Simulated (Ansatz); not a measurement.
Consider the substitution at a C–C bond: `CC1CB1F` + `[CH3][Nb](=[NH])([NH2])[F]` → `C[N]=[Nb]([CH3])([NH2])[F]` + `FB1CC1`.

Isolated molecules relaxed with PBE0-D4/def2-TZVP in Ansatz; ΔE leaves out vibrations. CCSD(T)/CBS adds triple-zeta CCSD(T) − MP2 to the extrapolated MP2 energy (def2 sets, frozen cores). Functionals use def2-TZVPP. Elements past krypton have def2 core potentials. For Nb outer-core shells are correlated without core-valence functions, which leaves a few kJ/mol of doubt a bond. One conformer a species, not always the lowest.

`CC1CB1F`:

Cartesian coordinates in Å:
```
C 0.801 -1.145 0.158
C 0.445 0.310 -0.034
C -0.982 0.815 0.439
B -0.587 0.812 -1.019
F -0.938 1.023 -2.265
H 1.663 -1.423 -0.453
H -0.026 -1.799 -0.131
H 1.043 -1.362 1.203
H 1.242 0.999 0.246
H -1.655 0.048 0.819
H -1.005 1.722 1.036
```

`[CH3][Nb](=[NH])([NH2])[F]`:

Cartesian coordinates in Å:
```
C -0.164 -1.639 -0.278
Nb -0.438 0.499 -0.176
N -0.984 0.775 1.457
N 1.352 1.295 -0.256
F -1.643 1.024 -1.535
H 0.489 -2.013 0.513
H -1.137 -2.133 -0.176
H 0.264 -1.917 -1.249
H -1.462 0.987 2.319
H 1.882 1.370 -1.115
H 1.843 1.751 0.497
```

`C[N]=[Nb]([CH3])([NH2])[F]`:

Cartesian coordinates in Å:
```
C -2.320 0.244 -0.813
N -1.067 0.215 -0.148
Nb 0.372 0.120 0.831
C 1.405 -1.594 0.012
N 1.404 1.720 0.338
F 0.032 -0.156 2.677
H -2.322 -0.445 -1.665
H -3.138 -0.039 -0.143
H -2.531 1.249 -1.197
H 2.382 -1.715 0.496
H 0.815 -2.498 0.202
H 1.559 -1.515 -1.066
H 1.153 2.425 -0.338
H 2.255 1.988 0.816
```

`FB1CC1`:

Cartesian coordinates in Å:
```
F -1.630 -1.411 -0.779
B -0.699 -0.605 -0.334
C 0.370 -0.318 0.694
C 0.061 0.691 -0.488
H 0.113 0.019 1.694
H 1.333 -0.820 0.659
H -0.384 1.641 -0.206
H 0.836 0.803 -1.241
```

| level | ΔE (kJ/mol) | difference from CCSD(T)/CBS |
| --- | --- | --- |
| PBE-D4 | 5.7 | -5.0 |
| PBE0-D4 | 7.8 | -2.9 |
| ωB97M-V | 13.2 | 2.5 |
| PBE0 | 7.7 | -3.0 |
| MP2/def2-TZVPP | 2.4 | -8.3 |
| CCSD/def2-TZVPP | 10.3 | -0.4 |
| CCSD(T)/def2-TZVPP | 9.3 | -1.4 |
| MP2/def2-QZVPP | 3.3 | -7.4 |
| MP2/CBS(def2) | 3.8 | -6.9 |
| CCSD/CBS(def2) | 11.8 | 1.1 |
| CCSD(T)/CBS | 10.7 | 0 |

Largest T1 diagnostic among the species: 0.020, so the coupled-cluster value is less sure than usual.
